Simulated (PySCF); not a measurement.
**Atomic charges by several schemes**

C₆H₁₀O.
Z-matrix (Å and degrees, GFN2-xTB geometry), rows numbered from 1:
```
C 
C   1  1.3321
C   2  1.5027  1  120.40
C   2  1.4686  1  122.12  3  -179.96
C   4  1.3328  2  123.02  1   176.59
C   4  1.5141  2  118.01  1    -2.88
O   6  1.4130  4  113.76  2    62.55
H   1  1.0775  2  121.01  3    -0.02
H   1  1.0744  2  122.91  3   178.54
H   3  1.0891  2  110.53  1  -117.86
H   3  1.0888  2  110.68  1   122.23
H   3  1.0868  2  110.27  1     2.01
H   5  1.0777  4  121.17  2  -179.87
H   5  1.0750  4  123.19  2     0.80
H   6  1.0997  4  109.08  2  -174.22
H   6  1.0936  4  110.18  2   -55.71
H   7  0.9630  6  108.52  4    53.97
```

Density: PBE0/pcSseg-1 (PySCF); schemes: Mulliken, IAO, Hirshfeld and ESP-fitted. One conformer (not necessarily the lowest) at the GFN2-xTB geometry, without solvent, vibrations or thermal averaging.

Q: Tabulate the Mulliken, IAO, Hirshfeld and ESP-fitted charges.

A: In e:

| atom | environment | Mulliken | IAO | Hirshfeld | ESP-fitted |
| --- | --- | --- | --- | --- | --- |
| C1 | terminal =CH2 carbon | -0.036 | -0.317 | -0.102 | -0.726 |
| C2 | fully substituted alkene carbon | -0.381 | +0.014 | +0.004 | +0.506 |
| C3 | allylic carbon | -0.147 | -0.425 | -0.119 | -0.594 |
| C4 | fully substituted alkene carbon | -0.394 | -0.012 | -0.003 | -0.266 |
| C5 | terminal =CH2 carbon | -0.052 | -0.326 | -0.102 | -0.375 |
| C6 | carbinol carbon (C–OH) | +0.172 | -0.054 | +0.001 | +0.245 |
| O7 | alcohol oxygen | -0.452 | -0.547 | -0.222 | -0.669 |
| H8 | vinylic hydrogen | +0.102 | +0.145 | +0.044 | +0.232 |
| H9 | vinylic hydrogen | +0.130 | +0.160 | +0.038 | +0.286 |
| H10 | methyl hydrogen | +0.131 | +0.147 | +0.042 | +0.163 |
| H11 | methyl hydrogen | +0.132 | +0.148 | +0.042 | +0.159 |
| H12 | methyl hydrogen | +0.117 | +0.147 | +0.046 | +0.161 |
| H13 | vinylic hydrogen | +0.108 | +0.147 | +0.043 | +0.172 |
| H14 | vinylic hydrogen | +0.110 | +0.148 | +0.044 | +0.171 |
| H15 | methylene hydrogen | +0.104 | +0.122 | +0.035 | +0.032 |
| H16 | methylene hydrogen | +0.129 | +0.152 | +0.045 | +0.068 |
| H17 | hydroxyl hydrogen | +0.227 | +0.350 | +0.161 | +0.436 |

Mean size of the charges over all atoms: ESP-fitted 0.309 e, IAO 0.198 e, Mulliken 0.172 e, Hirshfeld 0.064 e. Each set sums to the total charge, 0, to within 0.001 e. The Hirshfeld scheme weights the molecular density at each point by an atom's share of the summed free-atom densities. The IAO scheme counts the electrons in orthogonalised intrinsic atomic orbitals, a minimal basis polarised so that it spans the occupied orbitals exactly.

Lowest charge. The schemes don't all agree: Mulliken O7 (-0.452); IAO O7 (-0.547); Hirshfeld O7 (-0.222); ESP-fitted C1 (-0.726).

Highest charge. The schemes don't all agree: Mulliken H17 (+0.227); IAO H17 (+0.350); Hirshfeld H17 (+0.161); ESP-fitted C2 (+0.506).

Q: How many electrons does the Mulliken scheme count on C4?

A: Z − q = 6 − (-0.394) = 6.394.

Q: How closely do the schemes follow one another over all atoms?

A: Correlation coefficient and root-mean-square difference: IAO with Hirshfeld 0.98, 0.160 e; IAO with ESP-fitted 0.87, 0.197 e; Hirshfeld with ESP-fitted 0.86, 0.299 e; Mulliken with Hirshfeld 0.68, 0.162 e; Mulliken with IAO 0.65, 0.190 e; Mulliken with ESP-fitted 0.50, 0.320 e.
